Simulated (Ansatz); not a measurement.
Molecule: N-germyl-N-methylethanamine, C$_{3}$H$_{11}$GeN, charge 0, multiplicity 1. SMILES: CC[N](C)[GeH3]
Structure (B3LYP-D3(BJ)/def2-TZVP (Ansatz, an electronic-structure program) minimum search):
```
N
C 1 1.4551
H 2 1.0904 1 110.57
H 2 1.0952 3 107.67 1 -119.75
H 2 1.1023 3 108.00 4 -115.52
C 1 1.4582 2 111.48 3 -177.48
H 6 1.0966 1 107.25 2 52.32
H 6 1.1043 7 105.92 1 119.16
C 6 1.5209 7 108.79 8 117.43
H 9 1.0911 6 110.71 7 65.95
H 9 1.0911 10 108.52 6 120.77
H 9 1.0919 10 108.12 11 116.05
Ge 1 1.8580 2 115.08 3 43.83
H 13 1.5354 1 109.82 2 -157.59
H 13 1.5365 14 110.63 12 -167.90
H 13 1.5518 14 108.87 15 -120.52
```
Charge 0, spin multiplicity 1.

Parts of the frozen-core correlation energy in aug-cc-pVDZ (Ansatz, hartree). Frozen orbitals: 18; correlated occupied orbitals by spin: 16 and 16; virtual: 193 and 193. Spin-orbit coupling is left out. Non-relativistic.

| term | value |
|---|---|
| reference (HF) | -2249.79053 |
| MP2 opposite-spin | -0.57921 |
| MP2 same-spin | [?] |
| CCSD correlation | [?] |
| (T) | [?] |
| T1 diagnostic | 0.011 |
| largest doubles amplitude | 0.011 |

### Question
Some entries are withheld; supply them.

### Answer

- MP2 same-spin, value: -0.16643
- CCSD correlation, value: -0.81685
- (T), value: -0.02702
